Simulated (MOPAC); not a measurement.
Input for MOPAC: PM7 on BClFH (SMILES FBCl), a point of a bond scan (R = 1.184 Å).

```
PM7 1SCF PRECISE CHARGE=0 THREADS=1
BClFH

B     -0.07933766 1    -0.65470035 1     0.43067308 1
H     -0.79951848 1    -1.57852358 1     0.61104942 1
F      0.92135705 1    -0.54654450 1     1.05338574 1
Cl    -0.47627655 1     0.56839823 1    -0.75691760 1
```

It printed:

```
*******************************************************************************
 **                                                                           **
 **                              MOPAC v23.2.5                                **
 **                                                                           **
 *******************************************************************************
 ** MOPAC's Digital Object Identifier: https://doi.org/10.5281/zenodo.6511958 **
 **                                                                           **
 ** Please cite the open-source release paper for use of this MOPAC version:  **
 ** J. E. Moussa and J. J. P. Stewart (2026)                                  **
 ** MOPAC: An open-source semiempirical molecular orbital program             **
 ** J. Open Source Softw., 11(119), 8025, https://doi.org/10.21105/joss.08025 **
 *******************************************************************************

                              PM7 CALCULATION RESULTS

 *******************************************************************************
 *  PM7        - The PM7 Hamiltonian to be used
 *
 *
 *
 *                 CHARGE ON SYSTEM = 0
 *
 *
 *
 *  PRECISE    - TIGHTER CRITERIA TO BE USED
 *  1SCF       - DO 1 SCF AND THEN STOP
 *  THREADS=1  - MULTI-THREADING NOT USED
 *  T=         - A TIME OF 172800.0 SECONDS REQUESTED
 *  DUMP=N     - RESTART FILE WRITTEN EVERY 7200.0 SECONDS REQUESTED
 *******************************************************************************
PM7 1SCF PRECISE CHARGE=0 THREADS=1
 BClFH

   ATOM   CHEMICAL          X               Y               Z
  NUMBER   SYMBOL      (ANGSTROMS)     (ANGSTROMS)     (ANGSTROMS)

     1       B         -0.07933766  *  -0.65470035  *   0.43067308  *
     2       H         -0.79951848  *  -1.57852358  *   0.61104942  *
     3       F          0.92135705  *  -0.54654450  *   1.05338574  *
     4      Cl         -0.47627655  *   0.56839823  *  -0.75691760  *



          CARTESIAN COORDINATES

    NO.       ATOM           X           Y           Z

     1         B         -0.0793     -0.6547      0.4307
     2         H         -0.7995     -1.5785      0.6110
     3         F          0.9214     -0.5465      1.0534
     4        Cl         -0.4763      0.5684     -0.7569

 General Reference for PM7:
 "Optimization of Parameters for Semiempirical Methods VI: More Modifications to the
 NDDO Approximations and Re-optimization of Parameters", J. J. P. Stewart, J. Mol. Mod., 1:32, 19 (2013)
 https://link.springer.com/article/10.1007/s00894-012-1667-x

           Empirical Formula: H B F Cl  =     4 atoms



      MOLECULAR POINT GROUP   :   Cs


      RHF CALCULATION, NO. OF DOUBLY OCCUPIED LEVELS = 9


 -------------------------------------------------------------------------------
 PM7 1SCF PRECISE CHARGE=0 THREADS=1
 BClFH



     1SCF WAS SPECIFIED, SO BFGS WAS NOT USED
     SCF FIELD WAS ACHIEVED


                              PM7 CALCULATION
                                                       MOPAC v23.2.5 Linux




          FINAL HEAT OF FORMATION =       -102.41325 KCAL/MOL =    -428.49704 KJ/MOL


          COSMO AREA              =         82.83 SQUARE ANGSTROMS
          COSMO VOLUME            =         65.45 CUBIC ANGSTROMS

          IONIZATION POTENTIAL    =         11.220529 EV
          HOMO LUMO ENERGIES (EV) =        -11.221 -0.766
          NO. OF FILLED LEVELS    =          9
          MOLECULAR WEIGHT        =         66.2693         POINT GROUP:  Cs

          MOLECULAR DIMENSIONS (Angstroms)

            Atom       Atom       Distance
           Cl     4    H     2     2.56614
            F     3    H     2     1.87326
            B     1   Cl     4     0.00000


          SCF CALCULATIONS        =          1





   ATOM   CHEMICAL          X               Y               Z
  NUMBER   SYMBOL      (ANGSTROMS)     (ANGSTROMS)     (ANGSTROMS)

     1       B         -0.07933766  *  -0.65470035  *   0.43067308  *
     2       H         -0.79951848  *  -1.57852358  *   0.61104942  *
     3       F          0.92135705  *  -0.54654450  *   1.05338574  *
     4      Cl         -0.47627655  *   0.56839823  *  -0.75691760  *

                             CARTESIAN COORDINATES

   1    B       -0.079337660    -0.654700350     0.430673080
   2    H       -0.799518480    -1.578523580     0.611049420
   3    F        0.921357050    -0.546544500     1.053385740
   4   Cl       -0.476276550     0.568398230    -0.756917600


           Empirical Formula: H B F Cl  =     4 atoms



      MOLECULAR POINT GROUP   :   Cs


                  EIGENVALUES
 -42.35653 -25.65321 -18.49362 -17.89482 -16.92299 -14.83421 -12.54916 -11.73477
 -11.22053  -0.76620   0.70677   2.92672   4.34178  70.27931  70.33616  70.50174
  70.92417  70.93370


              NET ATOMIC CHARGES AND DIPOLE CONTRIBUTIONS

  ATOM NO.   TYPE          CHARGE      No. of ELECS.   s-Pop       p-Pop       d-Pop
    1          B           0.446682        2.5533     0.77791     1.77541
    2          H           0.043264        0.9567     0.95674
    3          F          -0.248235        7.2482     1.91070     5.33754
    4         Cl          -0.241711        7.2417     1.98866     5.24967     0.00338
 DIPOLE           X         Y         Z       TOTAL
 POINT-CHG.    -0.882    -1.741     0.674     2.065
 HYBRID         0.676     0.443     0.146     0.821
 SUM           -0.206    -1.298     0.819     1.549


          ATOMIC ORBITAL ELECTRON POPULATIONS

     Atom    s        px        py        pz      x^2-y^2     xz        z^2       yz        xy
    1  B   0.77791   0.59938   0.72447   0.45156
    2  H   0.95674
    3  F   1.91070   1.64763   1.91133   1.77858
    4 Cl   1.98866   1.93170   1.65847   1.65950   0.00038   0.00093   0.00040   0.00121   0.00045

 **********************
 *                    *
 * JOB ENDED NORMALLY *
 *                    *
 **********************




 == MOPAC DONE ==
```

The run finished.

Cost: roughly 0.020 core-seconds.
